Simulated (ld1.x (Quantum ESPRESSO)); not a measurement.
**Before and after: TM semilocal potential for Sb (Z = 51)**

- Element: Sb (Z = 51)
- Generator: ld1.x (Quantum ESPRESSO) 7.5
- Type: norm-conserving Troullier–Martins (semilocal form)
- Functional: PBE
- Relativity: scalar-relativistic
- Frozen core: [Kr] 4d10
- Valence charge: 5
- Reference configuration: 5s1.5 5p3.5
- Partial waves: 5s (bound): rc 1.70 bohr; 5p (bound): rc 2.25 bohr; 5d channel at 0.4 Ry: rc 2.20 bohr
- Local potential: the d channel
- Core correction: Bessel-smoothed model core, default radius (core density twice the valence density)

Change: core [Kr], valence charge 15; reference 4d10 5s2 5p2.5; waves now 5p (bound): rc 2.15 bohr; 4d (bound): rc 1.05 bohr; 4f channel at 0.2 Ry: rc 1.65 bohr; 5s (bound): rc 2.05 bohr; local potential the s channel; core correction Bessel-smoothed model core inside 0.95 bohr.

Cutoffs: the cutoffs (Ry, on a coarse ladder) from which the occupation-weighted sum of valence levels, in a spherical-Bessel basis at the reference potential, stays within 10 and 1 mRy of its value at 400 Ry; they do not see the model core or the augmentation charge, which bear on the density cutoff. Errors are all-electron minus pseudo energies relative to the spin-unpolarised reference configuration.

Task: What does the change do?

Result: The potential gets harder (25 Ry and 55 Ry → 110 Ry and 160 Ry); neither file shows a bound ghost. The added semicore shells are compact, so their waves need more plane waves. In the semilocal form every listed channel keeps its own potential, so the choice of the local channel does not act on these tests. It acts once the file is put into the separable form. A semilocal file is local in each channel, so a ghost entry of none says nothing of the separable form that plane-wave codes build from it. Several settings change at once here, so the effects cannot be laid on one of them.

```csv
quantity,base,changed
"cutoff, loose",25 Ry,110 Ry
"cutoff, tight",55 Ry,160 Ry
bound ghosts,none,none
"largest error over its own tests, meV",-400,-315
```
